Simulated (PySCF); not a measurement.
C5H8S.

```xyz
14

C     -1.3630     2.1898     0.0367
C     -1.0663     1.0391    -0.2212
C     -0.7006    -0.3475    -0.4749
C     -1.3095    -1.3128     0.5457
S      1.1339    -0.5332    -0.6368
C      1.6822     0.0888     0.9725
H     -1.6309     3.2090     0.2440
H     -1.0453    -0.6238    -1.4880
H     -2.4080    -1.2306     0.5402
H     -1.0234    -2.3461     0.3021
H     -0.9617    -1.0796     1.5630
H      1.3044     1.1086     1.1457
H      2.7803     0.1205     0.9280
H      1.3846    -0.5713     1.8016
```
Charge 0, spin multiplicity 1.

Geometry: r2SCAN-D4/def2-SVP. The structure was generated by enumeration; whether it is a known compound was not checked. Other conformers were not sampled.

All values below come from PBE0/pcSseg-1 run with PySCF. Non-relativistic, no solvent.

Give the absolute GIAO shielding of each atom: isotropic value and principal components (ppm). (Estimate from the structure and the level; the computed values follow.)


```csv
atom,σ(iso),σ11,σ22,σ33,span
C1,105.5,33.0,45.3,238.1,205.2
C2,97.7,-11.9,6.1,299.0,310.9
C3,149.7,134.7,151.7,162.7,28.0
C4,160.9,132.3,164.2,186.4,54.1
S5,466.9,300.9,399.7,700.2,399.3
C6,170.7,160.0,165.8,186.4,26.5
H7,28.9,23.8,24.3,38.7,14.9
H8,28.0,24.3,25.2,34.5,10.2
H9,29.7,24.9,27.6,36.7,11.7
H10,30.1,25.6,27.8,36.9,11.3
H11,29.6,25.6,29.7,33.7,8.1
H12,28.8,23.5,27.9,34.9,11.3
H13,29.5,24.6,26.3,37.7,13.1
H14,29.2,23.7,27.5,36.3,12.5
```
